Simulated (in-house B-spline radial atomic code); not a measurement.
## CAM-B3LYP excitations of S VII (S6+)

Method: CAM-B3LYP. Computed with an all-electron radial atomic-structure program (B-spline basis): linear response of the closed shell [He] 2s2 2p6 with the functional's adiabatic kernel; non-relativistic, point nucleus, no spin-orbit coupling, no double excitations, S, P, D and F terms only. Only terms of natural parity with L up to 3 were computed.

Command:
```bash
python run_td.py task.json out
```
Settings (radii: box in bohr, nucleus in fm):
```
Z                        16
electrons                10
configuration            [He] 2s2 2p6
hamiltonian              nr
method                   camb3lyp
box_radius               14.35
intervals                50
```

Cost of the run: 0.4 s on 1 thread of Arm Neoverse N1, with other jobs on the host.

The lowest states, in the order of their Tamm-Dancoff energies; the method's threshold (minus the highest occupied level) is 265.45 eV. Labels give the largest channel, * marks a mixed state, and oscillator strengths are full-response dipole values. Semilocal kernels can invert the small singlet-triplet splittings of Rydberg terms. Energies in eV:

```csv
state,full response,Tamm-Dancoff,oscillator strength
2p → 3s 3P,162.52,162.53,-
2p → 3s 1P,164.19,164.22,0.186
2p → 3p 3S,174.30,174.35,-
2p → 3p 3D,175.54,175.56,-
2p → 3p 1D,176.98,176.98,-
2p → 3p 1S,184.38,184.94,-
2p → 3d 3P,193.44,193.45,-
2p → 3d 3F,?,?,-
2p → 3d 1F,194.92,194.93,-
2p → 3d 1P,197.74,197.87,1.38
2p → 4s 3P,215.02,215.03,-
2p → 4s 1P,215.48,215.49,0.0356
2s → 3s 3S,217.23,217.25,-
2s → 3s 1S*,219.22,219.24,-
2p → 4p 3S,?,?,-
2p → 4p 3D,219.79,219.79,-
```

Problem. Where does 2p → 3d 3F lie?

Solution. At 193.76 eV in full response, 193.77 eV in Tamm-Dancoff.

Problem. Where does 2p → 4p 3S lie?

Solution. At 219.72 eV in full response, 219.73 eV in Tamm-Dancoff.

Problem. How large is the singlet-triplet splitting of 2p → 3s (P terms) in Tamm-Dancoff?

Solution. 1.69 eV, from the unrounded values.

Problem. What polarisabilities and dispersion coefficient does the method give?

Solution. Dipole 0.07451 bohr³, quadrupole 0.03175 bohr⁵, C6 0.03793 hartree·bohr⁶ for two such species.
